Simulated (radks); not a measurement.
Q: Radial electron density D(r) = 4 pi r^2 rho(r) of an atom or ion with 22 electrons. Method: scalar-relativistic Kohn-Sham, SCAN, spin-polarised, spherical densities, finite nucleus; meta-GGA in the generalised Kohn-Sham scheme; Fermi nuclear charge, rms radius of each element as measured or else 0.836 A^(1/3) + 0.57 fm; computed with a radial shooting solver on a logarithmic mesh with Libxc functionals.

| r (bohr) | D(r) (e/bohr) | spin D(r) |
|---|---|---|
| 0.002521 | 0.9301 | -0.0000392 |
| 0.003256 | 1.480 | -0.0000620 |
| 0.00424 | 2.361 | -0.0000980 |
| 0.005477 | 3.661 | -0.000149 |
| 0.007132 | 5.641 | -0.000223 |
| 0.009213 | 8.371 | -0.000313 |
| 0.012 | 12.17 | -0.000406 |
| 0.01562 | 16.95 | -0.000438 |
| 0.02018 | 22.16 | -0.000262 |
| 0.02628 | 27.25 | 0.000471 |
| 0.03394 | 30.65 | 0.00235 |
| 0.0442 | 31.26 | 0.00664 |
| 0.05709 | 28.93 | 0.0148 |
| 0.07434 | 25.52 | 0.0301 |
| 0.0968 | 24.82 | 0.0568 |
| 0.125 | 28.67 | 0.104 |
| 0.1628 | 34.14 | 0.208 |
| 0.2103 | 34.05 | 0.432 |
| 0.2739 | 25.47 | 0.919 |
| 0.3538 | 15.49 | 1.76 |
| 0.4606 | 12.42 | 2.85 |
| 0.5998 | 15.18 | 3.60 |
| 0.7748 | 14.82 | 3.36 |
| 1.009 | 9.198 | 2.28 |
| 1.303 | 3.793 | 1.32 |
| 1.697 | 1.337 | 0.885 |
| 2.192 | 0.7115 | 0.670 |
| 2.854 | 0.3354 | 0.334 |
| 3.717 | 0.07708 | 0.0771 |
| 4.801 | 0.007222 | 0.00722 |
| 6.252 | 0.0001885 | 0.000188 |

What is the nuclear charge?

A: Z = 26. The innermost maximum, from 1s, lies near gamma/Z bohr with gamma = sqrt(1 - (Z/c)^2) = 0.982, here 0.0378 bohr (found: 0.0408), and its height grows with Z. The density is that of the iron ion Fe4+ in [Ar] 3d3 4p1; the configuration itself is not fixed sharply by these data, and Z only to about a unit. D(r) has 3 maxima, at r = 0.0408, 0.185, 0.676 bohr, and minima at 0.0886, 0.443 bohr, inside which lie 2.11, 10.60 electrons.
